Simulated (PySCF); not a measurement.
Level of theory: PBE-D3(BJ)/def2-TZVP // PBE0-D3(BJ)/def2-TZVP (PySCF 2.14.0). All species are isolated molecules in the gas phase. One relaxed conformer stands for a flexible species; it need not be the lowest. Delta-SCF ions had no search for a lower state. Excitations are Tamm–Dancoff values on a coarser integration grid. The basis has no diffuse functions, so Rydberg states are missing or too high.

Reference species (SMILES): `C=[SiH2]` (neutral, multiplicity 1).

| Item | Value |
|---|---|
| vertical ionisation energy (Delta-SCF) | 8.91 eV |
| S1 excitation (TDA) | 5.63 eV |
| S1–T1 gap (TDA) | 2.94 eV |
| LUMO | -2.07 eV |

After one change: the vertical ionisation energy (Delta-SCF) decreases by 0.69 eV; the S1 excitation (TDA) falls by 0.73 eV; the S1–T1 gap (TDA) falls by 1.26 eV; the LUMO increases by 0.95 eV.

Problem. What was changed between the two runs? The new species is one of these.
(A) `C=[SiH]OC` (C–Si–O–C torsion 0°)
(B) `C=[SiH]N`
(C) `C=[SiH]C#N`
(D) `C=[SiH]O[SiH3]` (C–Si–O–Si torsion 1°)

Solution. A, `C=[SiH]OC` (C–Si–O–C torsion 0°)
